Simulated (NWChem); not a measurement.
# CH6O3Si; SMILES OC[SiH](O)O

```xyz
11

O     -0.0018    -1.8712     0.4868
C     -0.7552    -1.1043    -0.4385
Si     0.0485     0.6086    -0.4118
O      1.5887     0.3573     0.1456
O     -0.8884     1.5399     0.5982
H     -0.3698    -2.7585     0.5417
H     -1.8212    -1.0266    -0.1517
H     -0.7193    -1.5323    -1.4603
H      0.1477     1.2637    -1.7455
H      1.6189    -0.4912     0.6132
H     -0.5924     2.4415     0.7543
```
Atoms are numbered in this order, from 1.

All runs: NWChem. All runs use the structure optimised with PBE0/def2-SVP. Level r2SCAN/def2-SVP: energy and gradient on several grids; changes count from the extra-fine grid, which is no exact limit either.

### Question
Which is the coarsest grid (fine; coarse; xfine; xcoarse; medium) from which on the energy stays within 50 μHa and each gradient component within 100 μHa/bohr of xfine?

### Answer
fine.
| grid | size of the energy change (μHa) | largest change of a gradient component (μHa/bohr) | time, medium = 1 (rough) |
|---|---|---|---|
| xcoarse | 5000 | 5000 | about 1 |
| coarse | 200 | 400 | about 1 |
| medium | 400 | 90 | about 1 |
| fine | 20 | 30 | about 1 |
| xfine | < 10 | < 30 | 3 |
